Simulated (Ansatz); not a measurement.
Ideal-gas functions of C3H2Se, SMILES `C#CC=[Se]` at 400 K and 1 bar, from an Ansatz frequency run at PBE0-D4/def2-TZVP.

Molar mass 117.01 g/mol, point group Cs (symmetry number 1), electronic degeneracy 1, moments of inertia 13.757, 235.129, 248.885 u Å². Harmonic wavenumbers (cm⁻¹, unscaled): 175, 341, 467, 653, 710, 818, 823, 1098, 1308, 2189, 3138, 3476.

Use S(trans) = R[1.5 ln M + 2.5 ln T − 1.1517]; rotational temperatures θ = 24.2544 K / I; S(rot) = R[ln(√π/σ · √(T³/θAθBθC)) + 1.5]; for each mode x = 1.438777 ν̃/T, S = R[x/(eˣ − 1) − ln(1 − e⁻ˣ)] and H = RT x/(eˣ − 1); 1 cm⁻¹ = 0.0119627 kJ/mol; R = 8.31446 J/(mol·K).

Problem. By hand: the entropy, in J/(mol·K).

Solution. Translation 174.4. Rotation: θ = 1.7631, 0.1032, 0.0975 K, giving 108.7. Vibration, mode by mode: 12.30, 7.12, 4.92, 2.90, 2.46, 1.81, 1.79, 0.81, 0.43, 0.03, 0.00, 0.00, in all 34.6. Electronic 0.0. Sum 317.7 J/(mol·K).

Problem. By hand: H − E and G − E in kJ/mol, counted from the electronic energy.

Solution. Zero-point energy ½ × 15196 × 0.0119627 = 90.9; thermal vibration 8.4; translation, rotation and pV give 4 RT = 13.3. H − E = 112.6 kJ/mol, and G − E = 112.6 − 400 × 317.7/1000 = -14.5 kJ/mol.

Vibration gives 11 % of the entropy.
